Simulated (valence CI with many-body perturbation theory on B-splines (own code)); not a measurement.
**E1 line list for Ba43+**

Method: configuration interaction combined with many-body perturbation theory (CI+MBPT): three valence electrons over a frozen Dirac-Fock core [Ne], a basis of 11 s, 11 p, 10 d, 8 f, 5 g, 2 h functions for each j, with the one-electron correlation potential Σ1 (screened to all orders), the two-electron term Σ2, the three-electron term Σ3, Breit, model QED; selected single and double excitations, second order for the rest, scaled by the run's own slope (own B-spline code, finite nucleus).

The last digits are not significant, and no measured levels were compared; by estimate large intervals hold to a few tenths of a per cent, small ones and those within an open d or f shell to about a per cent.

Lines 1 to 50 of 576 in falling wavelength, among levels below 1648.1 eV, chosen from the strongest by gf and those to the six lowest levels. Wavelengths and rates use the calculated energies. Electric multipoles are in the length gauge, E1 and E2 with the static RPA response of the core. Weak lines are less certain than strong ones. Lines between different terms over intervals too small for the method are left out, as are lines whose strength nearly cancels. The highest levels of a list are the least certain.

Levels are named by their leading jj configuration (3d3/2^4 stands for four electrons in 3d with j = 3/2), which in mixed levels can hold well under half, so a name can repeat and another be missing. Letters in brackets count levels of one name in rising energy.

```
λ vac (nm)                          Upper                       Lower   A (s⁻¹)  log gf  Branch %
     129.8             (3s 3p1/2^2) J=1/2          (3s^2 3p3/2) J=3/2  2.65e+05   -3.87       0.0
     27.30         (3s 3p1/2 4p1/2) J=1/2     (3s 3p1/2 4s) J=1/2 [a]  5.92e+09   -0.88       0.1
     25.29             (3s^2 4p1/2) J=1/2             (3s^2 4s) J=1/2  7.88e+09   -0.82       0.2
     14.43             (3s^2 4p3/2) J=3/2             (3s^2 4s) J=1/2  3.01e+10   -0.42       0.6
     13.98     (3s 3p1/2 3p3/2) J=3/2 [a]          (3s^2 3p3/2) J=3/2  8.35e+08   -2.01      51.6
     13.79  (3p1/2 3p3/2 3d5/2) J=7/2 [b]  (3s 3p3/2 3d5/2) J=5/2 [b]  5.43e+09   -0.91       2.4
     13.40      (3p1/2 3p3/2 3d5/2) J=9/2  (3s 3p3/2 3d5/2) J=7/2 [b]  4.28e+09   -0.94       3.1
     13.38             (3s^2 4d3/2) J=3/2          (3s^2 4p1/2) J=1/2  1.30e+10   -0.86       0.0
     12.77          (3p1/2 3d3/2^2) J=5/2          (3s 3d3/2^2) J=3/2  8.97e+09   -0.88       8.1
     12.60      (3p1/2 3d3/2 3d5/2) J=9/2  (3s 3d3/2 3d5/2) J=7/2 [b]  1.35e+10   -0.49      11.5
     12.33         (3s 3p1/2 3p3/2) J=5/2          (3s^2 3p3/2) J=3/2  5.71e+09   -1.11     100.0
     12.05  (3p1/2 3d3/2 3d5/2) J=7/2 [a]  (3s 3d3/2 3d5/2) J=7/2 [a]  7.78e+09   -0.87       7.6
     11.93         (3s 3p1/2 3d5/2) J=7/2          (3s^2 3d5/2) J=5/2  7.99e+09   -0.87      14.0
     11.92            (3s 3p1/2 4s) J=3/2             (3s^2 4s) J=1/2  3.21e+10   -0.56       0.3
     11.89          (3p1/2 3d5/2^2) J=5/2          (3s 3d5/2^2) J=3/2  1.38e+10   -0.76       7.8
     11.88      (3p1/2 3p3/2 3d5/2) J=9/2  (3s 3p3/2 3d5/2) J=7/2 [a]  8.63e+09   -0.74       6.3
     11.70      (3p1/2 3d3/2 3d5/2) J=9/2      (3s 3d3/2 3d5/2) J=9/2  8.24e+09   -0.77       7.0
     11.61  (3p1/2 3d3/2 3d5/2) J=5/2 [a]  (3s 3d3/2 3d5/2) J=7/2 [a]  7.85e+09   -1.02       5.4
     11.54             (3s 3p1/2^2) J=1/2          (3s^2 3p1/2) J=1/2  1.37e+10   -1.26     100.0
     11.53          (3p1/2 3d5/2^2) J=9/2          (3s 3d5/2^2) J=7/2  1.96e+10   -0.41      15.5
     11.39          (3p1/2^2 3p3/2) J=3/2  (3s 3p1/2 3p3/2) J=3/2 [b]  5.75e+09   -1.35       4.7
     11.24  (3p1/2 3p3/2 3d5/2) J=5/2 [a]  (3s 3p3/2 3d3/2) J=3/2 [b]  8.37e+09   -1.02       3.4
     11.19          (3p1/2 3d5/2^2) J=5/2          (3s 3d5/2^2) J=5/2  1.42e+10   -0.80       8.0
     11.17          (3p1/2 3d5/2^2) J=3/2          (3s 3d5/2^2) J=5/2  2.08e+10   -0.81       8.7
     11.14      (3p1/2 3p3/2 3d3/2) J=7/2      (3s 3p3/2 3d3/2) J=7/2  9.32e+09   -0.86       5.1
     11.14  (3p1/2 3d3/2 3d5/2) J=5/2 [b]  (3s 3d3/2 3d5/2) J=5/2 [b]  8.89e+09   -1.00       1.9
     10.86  (3p1/2 3d3/2 3d5/2) J=7/2 [b]  (3s 3d3/2 3d5/2) J=7/2 [b]  7.12e+09   -1.00       2.0
     10.83          (3p1/2 3d5/2^2) J=9/2          (3s 3d5/2^2) J=9/2  1.34e+10   -0.63      10.5
     10.80          (3p1/2 3d5/2^2) J=7/2          (3s 3d5/2^2) J=9/2  2.09e+10   -0.53       8.9
     10.77          (3p1/2^2 3d5/2) J=5/2      (3s 3p1/2 3d5/2) J=3/2  1.56e+10   -0.79      12.4
     10.68  (3p1/2 3p3/2 3d5/2) J=3/2 [a]  (3s 3p3/2 3d5/2) J=5/2 [a]  1.85e+10   -0.90       6.2
     10.63     (3s 3p1/2 3p3/2) J=3/2 [b]          (3s^2 3p3/2) J=3/2  8.83e+09   -1.22       7.4
     10.61          (3p1/2 3d5/2^2) J=1/2          (3s 3d5/2^2) J=1/2  2.92e+10   -1.01      10.8
     10.58          (3p1/2^2 3d5/2) J=5/2  (3s 3p1/2 3d5/2) J=5/2 [b]  2.06e+10   -0.68      16.4
     10.56          (3p1/2 3d3/2^2) J=3/2          (3s 3d3/2^2) J=5/2  1.89e+10   -0.90       3.5
     10.52  (3p1/2 3p3/2 3d5/2) J=7/2 [b]  (3s 3p3/2 3d5/2) J=7/2 [a]  7.18e+09   -1.02       3.2
     10.44  (3p1/2 3p3/2 3d5/2) J=5/2 [a]  (3s 3p3/2 3d5/2) J=5/2 [a]  1.67e+10   -0.78       6.7
     10.41          (3p1/2 3p3/2^2) J=5/2          (3s 3p3/2^2) J=5/2  1.16e+10   -0.95       5.0
     10.18  (3p1/2 3d3/2 3d5/2) J=7/2 [b]      (3s 3d3/2 3d5/2) J=9/2  2.89e+10   -0.44       8.0
     10.09     (3s 3p1/2 3d3/2) J=3/2 [a]  (3s 3p1/2 3p3/2) J=3/2 [b]  7.70e+09   -1.33      20.2
     10.05  (3p1/2 3p3/2 3d5/2) J=5/2 [b]  (3s 3p3/2 3d5/2) J=7/2 [a]  1.52e+10   -0.86       3.9
     9.973          (3p1/2 3p3/2^2) J=3/2          (3s 3p3/2^2) J=5/2  2.14e+10   -0.89       4.2
     9.969  (3p1/2 3p3/2 3d5/2) J=7/2 [a]      (3s 3p3/2 3d5/2) J=9/2  2.96e+10   -0.45      13.5
     9.941         (3s 3p1/2 3p3/2) J=1/2          (3s^2 3p3/2) J=3/2  1.44e+10   -1.37       3.5
     9.921          (3p1/2^2 3p3/2) J=3/2      (3s 3p1/2 3p3/2) J=5/2  3.39e+10   -0.70      27.9
     9.919          (3p1/2^2 3d5/2) J=5/2      (3s 3p1/2 3d5/2) J=7/2  3.89e+10   -0.46      31.0
     9.868          (3p1/2^2 3d3/2) J=3/2      (3s 3p1/2 3d3/2) J=5/2  4.22e+10   -0.61      47.3
     9.632  (3p1/2 3d3/2 3d5/2) J=5/2 [b]  (3s 3d3/2 3d5/2) J=7/2 [a]  1.87e+10   -0.81       3.9
     9.601  (3p1/2 3p3/2 3d3/2) J=5/2 [b]      (3s 3p3/2 3d3/2) J=7/2  3.29e+10   -0.56       6.7
     9.486      (3p1/2 3p3/2 3d5/2) J=9/2      (3s 3p3/2 3d5/2) J=9/2  2.37e+10   -0.50      17.2
```
